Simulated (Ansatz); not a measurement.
Si₁₆OH₂₈, 45 atoms. Hardware: 2 threads of AMD EPYC 7R13 on a shared host and a share (18 GiB) of an NVIDIA H100 80GB HBM3.

Correlated methods freeze 81 core orbitals. Single mean-field runs in def2-SVP, def2-TZVP are fitted with def2-universal-jkfit.

(1) How many basis functions does each of these Ansatz runs have, and roughly what does it cost? PBE with 35 % exact exchange/def2-SVP, charge 0 singlet, energy, from earlier orbitals; PBE-D4/def2-SVP, charge 0 singlet, energy, from earlier orbitals; r2SCAN-D4/def2-TZVP, charge 0 singlet, energy, from earlier orbitals; MP2/def2-SVP, charge 0 triplet, energy, from earlier orbitals; r2SCAN-D4/def2-TZVP, charge -1 doublet at the geometry of the charge 0 singlet, energy, from earlier orbitals; PBE with 5 % exact exchange/def2-SVP, charge 0 singlet, energy, from earlier orbitals; r2SCAN0-D4/def2-TZVP, charge -1 doublet at the geometry of the charge 0 singlet, energy, from earlier orbitals; PBE0-D4/def2-TZVP, charge 1 doublet at the geometry of the charge 0 singlet, energy; r2SCAN-D4/def2-TZVP, charge 1 doublet at the geometry of the charge 0 singlet, energy, from earlier orbitals; PBE-D4/def2-TZVP, charge 0 triplet, energy, from earlier orbitals; PBE-QIDH/def2-TZVP, charge 1 doublet at the geometry of the charge 0 singlet, energy, from earlier orbitals; PBE with 10 % exact exchange/def2-SVP, charge 0 triplet, energy, from earlier orbitals.

## Answers

(1) Other jobs shared the machine, so times can vary by a factor of up to 3. A dash marks memory too small to be measured apart from the calling script's.

```json
{"run": "PBE-D4/def2-SVP, charge 0 singlet, energy, from earlier orbitals", "functions": "442", "fitting or Cholesky vectors": "2629", "wall time": "17 s", "peak host memory (GiB)": "–"}
{"run": "MP2/def2-SVP, charge 0 triplet, energy, from earlier orbitals", "functions": "442", "fitting or Cholesky vectors": "4262", "wall time": "20 s", "peak host memory (GiB)": "–"}
{"run": "r2SCAN-D4/def2-TZVP, charge 1 doublet at the geometry of the charge 0 singlet, energy, from earlier orbitals", "functions": "791", "fitting or Cholesky vectors": "2629", "wall time": "22 s", "peak host memory (GiB)": "1.5"}
{"run": "PBE with 35 % exact exchange/def2-SVP, charge 0 singlet, energy, from earlier orbitals", "functions": "442", "fitting or Cholesky vectors": "2629", "wall time": "22 s", "peak host memory (GiB)": "–"}
{"run": "PBE with 5 % exact exchange/def2-SVP, charge 0 singlet, energy, from earlier orbitals", "functions": "442", "fitting or Cholesky vectors": "2629", "wall time": "22 s", "peak host memory (GiB)": "–"}
{"run": "r2SCAN-D4/def2-TZVP, charge -1 doublet at the geometry of the charge 0 singlet, energy, from earlier orbitals", "functions": "791", "fitting or Cholesky vectors": "2629", "wall time": "23 s", "peak host memory (GiB)": "1.5"}
{"run": "PBE with 10 % exact exchange/def2-SVP, charge 0 triplet, energy, from earlier orbitals", "functions": "442", "fitting or Cholesky vectors": "2629", "wall time": "25 s", "peak host memory (GiB)": "–"}
{"run": "PBE-QIDH/def2-TZVP, charge 1 doublet at the geometry of the charge 0 singlet, energy, from earlier orbitals", "functions": "791", "fitting or Cholesky vectors": "2629", "wall time": "25 s", "peak host memory (GiB)": "5.5"}
{"run": "PBE-D4/def2-TZVP, charge 0 triplet, energy, from earlier orbitals", "functions": "791", "fitting or Cholesky vectors": "2629", "wall time": "27 s", "peak host memory (GiB)": "–"}
{"run": "r2SCAN-D4/def2-TZVP, charge 0 singlet, energy, from earlier orbitals", "functions": "791", "fitting or Cholesky vectors": "2629", "wall time": "27 s", "peak host memory (GiB)": "–"}
{"run": "r2SCAN0-D4/def2-TZVP, charge -1 doublet at the geometry of the charge 0 singlet, energy, from earlier orbitals", "functions": "791", "fitting or Cholesky vectors": "2629", "wall time": "28 s", "peak host memory (GiB)": "1.6"}
{"run": "PBE0-D4/def2-TZVP, charge 1 doublet at the geometry of the charge 0 singlet, energy", "functions": "791", "fitting or Cholesky vectors": "2629", "wall time": "34 s", "peak host memory (GiB)": "1.4"}
```
